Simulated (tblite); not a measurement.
C₇H₁₁S (doublet state).
Cartesian coordinates in Å at the GFN2-xTB level; atoms count from 1:
```
atom  x, y, z in Å
C1     3.788    0.460   -0.166
C2     2.488    0.282    0.030
C3     1.905   -1.014    0.382
C4     0.650   -1.298    0.583
C5    -0.732   -0.873    0.638
C6    -0.933    0.618    0.301
S7    -2.661    1.155    0.494
C8    -3.430    0.306   -0.916
H9     4.195    1.422   -0.425
H10    4.493   -0.350   -0.075
H11    1.799    1.109   -0.066
H12    2.644   -1.807    0.478
H13   -1.317   -1.478   -0.064
H14   -1.128   -1.054    1.643
H15   -0.621    0.835   -0.720
H16   -0.371    1.240    0.997
H17   -2.849    0.493   -1.814
H18   -4.425    0.726   -1.022
H19   -3.504   -0.760   -0.718
```

Level: GFN2-xTB in tblite, geometry and Hessian alike; calculated harmonic values, unscaled, isolated species. Against measured fundamentals such values can be off by several per cent, at times by over 20. One conformer, not necessarily the lowest. Open shells enter through the occupations alone, without spin polarisation, and single modes of such species can be off by tens of per cent.

Harmonic wavenumbers (cm⁻¹): 36.7, 61.7, 81.7, 88.5, 109.4, 149.1, 209.2, 240.6, 296.8, 320.3, 415.5, 549.6, 592.1, 715.8, 740.4, 758.2, 808.4, 874.1, 880.5, 920.8, 939.7, 966.1, 995.9, 1002.2, 1007.7, 1111.4, 1117.6, 1207.3, 1233.3, 1242.8, 1280.4, 1294.5, 1318.1, 1404.7, 1435.9, 1438.5, 1448.7, 1458.5, 1654.7, 1785.6, 2923.7, 2941.3, 2957.7, 2977.2, 3010.1, 3022.4, 3026.8, 3062.5, 3080.2, 3097.6, 3123.7.

A = 4133, B = 625.2, C = 584.6 MHz; mass 127.058 u (most abundant isotopes); point group C1, symmetry number 1; spin multiplicity 2.

**Question.** What is the zero-point energy?

**Answer.** Half the sum of the wavenumbers: 33708 cm⁻¹ = 96.38 kcal/mol.

**Question.** What is S at 298.15 K and 1 bar for an ideal gas of classical rigid rotors and harmonic oscillators?

**Answer.** Translation 40.46, rotation 29.74, vibration 34.18, spin (R ln 2) 1.38: S = 105.8 cal/(mol K).

**Question.** And Cp and H(298.15 K) − H(0)?

**Answer.** Cp = 38.74 cal/(mol K), of which vibrations give 30.79 (their classical limit is 51 R = 101.3); H(298.15 K) − H(0) = 7.38 kcal/mol without the zero-point energy, 5.01 from vibrations.

**Question.** Blend soft modes into free rotors: weight 1/[1 + (100 cm⁻¹/ν̃)⁴] for the oscillator and the rest for a rotor with moment μB/(μ + B), μ = h/(8π²ν), B = 10⁻⁴⁴ kg m². What vibrational entropy results?

**Answer.** 30.47 cal/(mol K) in place of 34.18, which changes −T·S at 298.15 K by +1.10 kcal/mol.

**Question.** Which modes carry the vibrational entropy at 298.15 K?

**Answer.** 36.7 cm⁻¹: 5.43; 61.7 cm⁻¹: 4.40; 81.7 cm⁻¹: 3.85; 88.5 cm⁻¹: 3.69; 109.4 cm⁻¹: 3.28; 149.1 cm⁻¹: 2.68 cal/(mol K); the other 45 give 10.84 together.

Hindered rotation and anharmonicity are outside this model. Other conformers, if any are populated, would add a mixing term that is left out. The structure is chiral; the term R ln 2 for an equal mix with its mirror image is left out.
